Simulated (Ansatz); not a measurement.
Calculated with Ansatz (gas phase, PBE0-D4/def2-TZVP geometries, no zero-point term in ΔE). CCSD(T)/CBS adds triple-zeta CCSD(T) − MP2 to the extrapolated MP2 energy (def2 sets, frozen cores). This one scheme is used for every species, atoms too. Functionals use def2-TZVPP. B3LYP here is the variant with VWN-RPA as its local correlation; programs differ in this. Open shells (•) are unrestricted, without spin–orbit coupling. Spin–orbit coupling would lower the free atoms: a little for C, O, S, Si. Each species was taken in one conformer, which may not be the lowest.

Reaction (atomization): `O[SiH]1NCS1` → C• + 5 H• + N• + O• + S• + Si•

| level | ΔE (eV) | difference from CCSD(T)/CBS |
| --- | --- | --- |
| r2SCAN-D4 | 38.72 | -0.07 |
| PBE0-D4 | 38.72 | -0.07 |
| B3LYP-D4 | 38.57 | -0.22 |
| ωB97X-V | 38.98 | 0.19 |
| ωB97M-V | 38.97 | 0.18 |
| B2PLYP | 38.16 | -0.63 |
| PBE | 39.30 | 0.51 |
| r2SCAN | 38.66 | -0.13 |
| PBE0 | 38.50 | -0.29 |
| B3LYP | 38.15 | -0.64 |
| HF/def2-TZVPP | 26.66 | -12.13 |
| MP2/def2-TZVPP | 38.35 | -0.44 |
| CCSD/def2-TZVPP | 36.75 | -2.04 |
| HF/def2-QZVPP | 26.75 | -12.04 |
| HF/CBS(def2) | 26.76 | -12.03 |
| CCSD/CBS(def2) | 38.08 | -0.71 |
| CCSD(T)/CBS | 38.79 | 0 |

Largest T1 diagnostic among the species: 0.012.

From PBE to PBE0 (25 % exact exchange), in def2-TZVPP and without D4, ΔE moves by −0.80 eV: exact exchange takes away binding that semilocal exchange gives to molecules. In def2-TZVPP, CCSD(T) changes the Hartree–Fock value by +10.80 eV (the triples alone add +0.71 eV) and MP2 by +11.70 eV; breaking electron pairs costs correlation energy, which Hartree–Fock lacks. The D4 term adds +0.42 eV with B3LYP and +0.22 eV with PBE0; it sums over pairs of atoms, weighted by their polarisabilities, and B3LYP, whose exchange is more repulsive, gets the larger term.

For atomizations the MP2-based limit and the directly extrapolated one differ by several kJ/mol either way, and by 10 to 25 for some Ge, Se and Sn compounds, so smaller differences from it don't rank the levels.
